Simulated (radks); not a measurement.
The numbers below are computed, except where a source is named.
Mean orbital radii <r> (bohr) of neutral silicon, [Ne] 3s2 3p2, at several levels of relativity; Dirac values are averaged over j with weights 2j + 1. Spin-unpolarised spherical Kohn-Sham, BLYP, point nucleus unless stated (finite: rms radius 3.1224 fm), a radial shooting solver on a logarithmic mesh with Libxc functionals. A level marked "c x" has the speed of light scaled by that factor and shares open shells by 2j + 1; other Dirac levels either fill j = l - 1/2 first or share by 2j + 1.

shell	non-rel.	Dirac, 2j+1 shares	Dirac, c x 1.5	Dirac, c x 2	change of magnitude, last against first (%)
1s	0.1116	0.1113	0.1115	0.1116	-0.08
2s	0.5705	0.5686	0.5697	0.5700	-0.09
2p	0.5384	0.5379	0.5382	0.5383	-0.02
3s	2.159	2.154	2.157	2.158	-0.06
3p	2.814	2.815	2.815	2.814	+0.01
